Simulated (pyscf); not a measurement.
## H₃C–O–SiH₂•, doublet

Gas-phase minimum from PySCF at ωB97X-D3(BJ)/def2-SVP, one conformer. Other isomers of H₃C–O–SiH₂• were not searched in full and may lie lower. 

```xyz
8

C     -1.4012    -1.1435    -0.5646
O     -0.0853    -1.4480    -0.1664
Si     1.2461    -0.5084    -0.5222
H     -1.8192    -0.3093     0.0269
H     -2.0316    -2.0312    -0.4018
H     -1.4552    -0.8718    -1.6355
H      2.4425    -1.3252    -0.1609
H      1.2559    -0.1718    -1.9886
```
Charge 0, spin multiplicity 2.

Bonded distances (Å): C1–O2 1.408, C1–H4 1.105, C1–H5 1.101, C1–H6 1.106, O2–Si3 1.668, Si3–H7 1.493, Si3–H8 1.505. Bond angles (°): O2–C1–H4 111.4, O2–C1–H5 108.6, O2–C1–H6 111.9, H4–C1–H5 108.2, H4–C1–H6 108.3, H5–C1–H6 108.3, C1–O2–Si3 124.3, O2–Si3–H7 106.2, O2–Si3–H8 109.8, H7–Si3–H8 110.7.

Properties at ωB97X-D3(BJ)/def2-SVP:

```
Item                                                                                                                                                                                                                     Value
---------------------------------------------------------------------------------------------------------------------  -------------------------------------------------------------------------------------------------------
Harmonic wavenumbers, unscaled                                                                                         98, 169, 236, 726, 762, 810, 921, 1176, 1185, 1226, 1483, 1485, 1489, 2166, 2238, 3029, 3111, 3156 cm⁻¹
Zero-point energy                                                                                                                                                                                                36.4 kcal/mol
Rotational symmetry number                                                                                                                                                                                                   1
Entropy of this conformer at 298 K and 1 atm, rigid rotor and harmonic oscillator, modes under 100 cm⁻¹ raised to 100                                                                                          299.0 J/(mol K)
Dipole moment                                                                                                                                                                                                           1.24 D
Spin expectation value S2                                                                                                                                                                                                0.752
```

Single-point totals, which compare only within one level (frozen core for MP2 and CC):

```
level                   total energy (hartree)
----------------------  ----------------------
ωB97X-D3(BJ)/def2-TZVP              -405.91195
PBE/def2-TZVP                       -405.56312
r²SCAN/def2-TZVP                    -405.76464
B3LYP-D3(BJ)/def2-TZVP              -405.89058
PBE0-D3(BJ)/def2-TZVP               -405.60284
M06-2X/def2-TZVP                    -405.78013
ωB97M-D3(BJ)/def2-TZVP              -405.91599
UHF/def2-TZVPP                      -404.61712
MP2/def2-TZVPP                      -405.13576
CCSD/def2-TZVPP                     -405.16895
CCSD(T)/def2-TZVPP                  -405.18859
```

Soft torsions are taken as harmonic, which can shift the entropy by several J/(mol K). The CCSD(T) − MP2 part came from Ansatz, without density fitting, on the same reference.
